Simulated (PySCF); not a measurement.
Species: C₆H₉NS₂Si.
Atom-mapped SMILES: `[N:1]#[C:2][Si:3]1([CH:4]2[CH2:5][CH2:6]2)[S:7][CH2:8][CH2:9][S:10]1` (hydrogens: H11 on C4; H12, H13 on C5; H14, H15 on C6; H16, H17 on C8; H18, H19 on C9)

The same species was optimised twice, with GFN2-xTB and with PBE0-D3(BJ)/def2-SVP (PySCF), and the same property calculations (PySCF, gas phase) were run on both structures.

| coordinate | GFN2-xTB | PBE0-D3(BJ)/def2-SVP | change |
| --- | --- | --- | --- |
| Si3–C4 (Å) | 1.869 | 1.842 | -0.027 |
| Si3–S7 (Å) | 2.151 | 2.134 | -0.017 |
| N1≡C2 (Å) | 1.145 | 1.160 | +0.015 |
| Si3–S10 (Å) | 2.156 | 2.143 | -0.013 |
| C4–C5 (Å) | 1.505 | 1.514 | +0.009 |
| S7–C8 (Å) | 1.824 | 1.833 | +0.009 |
| C4–C6 (Å) | 1.504 | 1.513 | +0.009 |
| C9–S10 (Å) | 1.826 | 1.835 | +0.009 |
| C2–Si3 (Å) | 1.873 | 1.868 | -0.005 |
| C8–C9 (Å) | 1.510 | 1.514 | +0.004 |
| C5–C6 (Å) | 1.489 | 1.488 | -0.001 |
| C2–Si3–C4 (°) | 109.4 | 105.5 | -3.9 |
| C2–Si3–S7 (°) | 109.0 | 111.4 | +2.4 |
| Si3–C4–C6 (°) | 118.5 | 120.6 | +2.1 |
| Si3–C4–C5 (°) | 118.6 | 120.5 | +1.9 |
| C4–Si3–S10 (°) | 116.7 | 118.3 | +1.6 |
| Si3–S7–C8 (°) | 93.8 | 94.5 | +0.7 |
| Si3–S10–C9 (°) | 95.2 | 95.8 | +0.6 |
| N1–C2–Si3 (°) | 179.6 | 179.1 | -0.5 |
| C2–Si3–C4–C5 (°) | 28 | 35 | +7 |

Rotational constants: A = 1220, B = 635.4, C = 625.5 MHz (GFN2-xTB) against A = 1251, B = 631.1, C = 619.2 MHz (PBE0-D3(BJ)/def2-SVP). Point groups within 0.08 Å: C1 and C1. Atoms that the bonding makes alike are paired by their places after alignment.

On the GFN2-xTB structure: HOMO (eV) -7.36 [PBE0/pcSseg-1]; LUMO (eV) -0.96 [PBE0/pcSseg-1]; dipole (D) 4.07 [PBE0/pcSseg-1]; GIAO shielding of N1 (ppm) -92.9 [PBE0/pcSseg-1]; GIAO shielding of C2 (ppm) 63.9 [PBE0/pcSseg-1]; GIAO shielding of Si3 (ppm) 322.4 [PBE0/pcSseg-1]; GIAO shielding of C4 (ppm) 186.0 [PBE0/pcSseg-1]; GIAO shielding of C5/C6 (mean) (ppm) 183.0 [PBE0/pcSseg-1]; GIAO shielding of S7/S10 (mean) (ppm) 594.9 [PBE0/pcSseg-1]; GIAO shielding of C8/C9 (mean) (ppm) 144.8 [PBE0/pcSseg-1].

Problem. What do these properties become on the PBE0-D3(BJ)/def2-SVP structure?

Solution. 
| property | level | on GFN2-xTB | on PBE0-D3(BJ)/def2-SVP | change |
| --- | --- | --- | --- | --- |
| HOMO (eV) | PBE0/pcSseg-1 | -7.36 | -7.39 | -0.03 |
| LUMO (eV) | PBE0/pcSseg-1 | -0.96 | -0.95 | +0.01 |
| dipole (D) | PBE0/pcSseg-1 | 4.07 | 4.16 | +0.09 |
| energy, GFN2-xTB geometry as zero (kcal/mol) | PBE0/pcSseg-1 | 0.0 | -1.6 | -1.6 |
| GIAO shielding of N1 (ppm) | PBE0/pcSseg-1 | -92.9 | -101.3 | -8.4 |
| GIAO shielding of C2 (ppm) | PBE0/pcSseg-1 | 63.9 | 59.4 | -4.5 |
| GIAO shielding of Si3 (ppm) | PBE0/pcSseg-1 | 322.4 | 324.1 | +1.7 |
| GIAO shielding of C4 (ppm) | PBE0/pcSseg-1 | 186.0 | 186.4 | +0.4 |
| GIAO shielding of C5/C6 (mean) (ppm) | PBE0/pcSseg-1 | 183.0 | 179.7 | -3.3 |
| GIAO shielding of S7/S10 (mean) (ppm) | PBE0/pcSseg-1 | 594.9 | 595.3 | +0.4 |
| GIAO shielding of C8/C9 (mean) (ppm) | PBE0/pcSseg-1 | 144.8 | 142.7 | -2.1 |

The heavy atoms differ by 0.078 Å rms after alignment. Among bonds between heavy atoms Si3–C4 changes most (-0.027 Å). Changes are differences of the printed values. Neither structure is proved a minimum here.
